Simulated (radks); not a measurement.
Species: Tc3.5+. Configuration: [Kr] 4d(up 3.25, down 0.25) (fractional occupations, a model configuration).

Calculated with a radial shooting solver on a logarithmic mesh with Libxc functionals: scalar-relativistic Kohn-Sham, PBE, spin-polarised, spherical densities, point nucleus.

Energy parts (hartree):
| part | energy |
|---|---|
| total | -4283.05578 |
| kinetic | 4422.78180 |
| electron-nucleus | -10266.53253 |
| Hartree | 1687.87218 |
| exchange-correlation | -127.17724 |

Orbitals (lengths in bohr, moments of r in powers of bohr; <r^-3> diverges for s and p1/2; r(90%) holds 90 % of the orbital's charge):
| orbital | occ. | eigenvalue (hartree) | <r> | <r^-3> | <r^2> | r(90%) |
|---|---|---|---|---|---|---|
| 1s down | 1 | -768.3439 | 0.03428 | - | 0.001586 | 0.0614 |
| 1s up | 1 | -768.3435 | 0.03428 | - | 0.001586 | 0.0614 |
| 2s up | 1 | -110.8603 | 0.1496 | - | 0.02638 | 0.231 |
| 2s down | 1 | -110.8432 | 0.1496 | - | 0.02638 | 0.231 |
| 2p up | 3 | -99.36607 | 0.1304 | 2769 | 0.02076 | 0.212 |
| 2p down | 3 | -99.35336 | 0.1304 | 2769 | 0.02076 | 0.212 |
| 3s up | 1 | -20.48958 | 0.4153 | - | 0.1975 | 0.613 |
| 3s down | 1 | -20.48092 | 0.4153 | - | 0.1975 | 0.613 |
| 3p up | 3 | -16.71759 | 0.4163 | 468.4 | 0.2016 | 0.628 |
| 3p down | 3 | -16.70772 | 0.4162 | 468.2 | 0.2015 | 0.628 |
| 3d up | 5 | -10.61743 | 0.3989 | 62.71 | 0.1909 | 0.636 |
| 3d down | 5 | -10.60180 | 0.3988 | 62.69 | 0.1907 | 0.636 |
| 4s up | 1 | -4.12482 | 1.050 | - | 1.245 | 1.52 |
| 4s down | 1 | -4.03799 | 1.045 | - | 1.235 | 1.52 |
| 4p up | 3 | -3.08208 | 1.151 | 72.02 | 1.510 | 1.69 |
| 4p down | 3 | -2.98859 | 1.147 | 73.21 | 1.502 | 1.69 |
| 4d up | 3.25 | -1.58351 | 1.471 | 6.176 | 2.526 | 2.25 |
| 4d down | 0.25 | -1.48675 | 1.483 | 6.177 | 2.577 | 2.28 |

The highest occupied level is 4d down at -40.457 eV. Spin moment in Bohr magnetons: 3. The density falls to 0.001 e/bohr^3 at r = 3.13 bohr.
